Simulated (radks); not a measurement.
Trend from Mg4+ to Ar4+: ionisation energy by Delta-SCF between NIST ground configurations, and size. Method: scalar-relativistic Kohn-Sham, LDA (Slater exchange, Perdew-Wang correlation), spin-unpolarised, spherical densities, finite nucleus; Fermi nuclear charge, rms radius of each element as measured or else 0.836 A^(1/3) + 0.57 fm; computed with a radial shooting solver on a logarithmic mesh with Libxc functionals.

| species | configuration | IE (eV) | NIST (eV) | kind | -e(HOMO) (eV) | outermost | <r> outermost (bohr) |
|---|---|---|---|---|---|---|---|
| Mg4+ | [He] 2s2 2p4 | 146.38 | 141.33 | semi-emp. | 128.87 (2p) | 2s | 0.651 |
| Al4+ | [He] 2s2 2p5 | 157.20 | 153.83 | semi-emp. | 138.71 (2p) | 2s | 0.606 |
| Si4+ | [Ne] | 168.04 | 166.77 | exp. | 148.58 (2p) | 2s | 0.566 |
| P4+ | [Ne] 3s1 | 64.945 | 65.025 | exp. | 58.674 (3s) | 3s | 1.59 |
| S4+ | [Ne] 3s2 | 73.426 | 72.595 | exp. | 66.058 (3s) | 3s | 1.46 |
| Cl4+ | [Ne] 3s2 3p1 | 67.283 | 67.7 | semi-emp. | 59.690 (3p) | 3p | 1.44 |
| Ar4+ | [Ne] 3s2 3p2 | 73.802 | 74.8 | semi-emp. | 65.612 (3p) | 3p | 1.33 |

Reference values: NIST Atomic Spectra Database (exp. = measured, semi-emp. = semi-empirical, theory = theoretical value adopted there). Spin polarisation and multiplet splitting are left out, so open shells lie too high by an amount that depends on their filling.

Beside tabulated values, note that spin-unpolarised runs miss the spin-polarisation part of the exchange energy of open shells.
